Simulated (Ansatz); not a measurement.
Consider the cleavage of the Si–Si bond: `O[SiH](O)[SiH](Cl)Cl` + `O[SiH2]S` → `O[SiH2]S[SiH](O)O` + `Cl[SiH2]Cl`.

Computed with Ansatz on PBE0-D4/def2-TZVP structures; ΔE is electronic, products minus reactants. CBS: MP2 limit from def2 TZ/QZ plus the TZ coupled-cluster correction, frozen cores. Functionals use def2-TZVPP. B3LYP here is the variant with VWN-RPA as its local correlation; programs differ in this. Each species was taken in one conformer, which may not be the lowest.

**Question.** Is it downhill or uphill in electronic energy at CCSD(T)/CBS, and by how much? (An estimate is asked.)

**Answer.** Computed: Downhill: ΔE = -89.2 kJ/mol.

**Question.** What do these levels give: PBE-D4, r2SCAN-D4, PBE0-D4, B3LYP-D4, ωB97X-V, B2PLYP, r2SCAN, PBE0, MP2/def2-TZVPP, SCS-MP2/def2-TZVPP, CCSD(T)/def2-TZVPP, MP2/def2-QZVPP? (Best estimate.)

**Answer.** Ansatz gave: PBE-D4 -76.1, r2SCAN-D4 -88.9, PBE0-D4 -82.0, B3LYP-D4 -82.0, ωB97X-V -85.2, B2PLYP -86.4, r2SCAN -88.6, PBE0 -80.6, MP2/def2-TZVPP -97.6, SCS-MP2/def2-TZVPP -93.1, CCSD(T)/def2-TZVPP -88.4, MP2/def2-QZVPP -98.3 kJ/mol.

Largest T1 diagnostic among the species: 0.012.

From PBE to PBE0 (25 % exact exchange), in def2-TZVPP and without D4, ΔE moves by −6.4 kJ/mol. The D4 term adds −3.2 kJ/mol with B3LYP and −1.4 kJ/mol with PBE0; it sums over pairs of atoms, weighted by their polarisabilities, and B3LYP, whose exchange is more repulsive, gets the larger term.
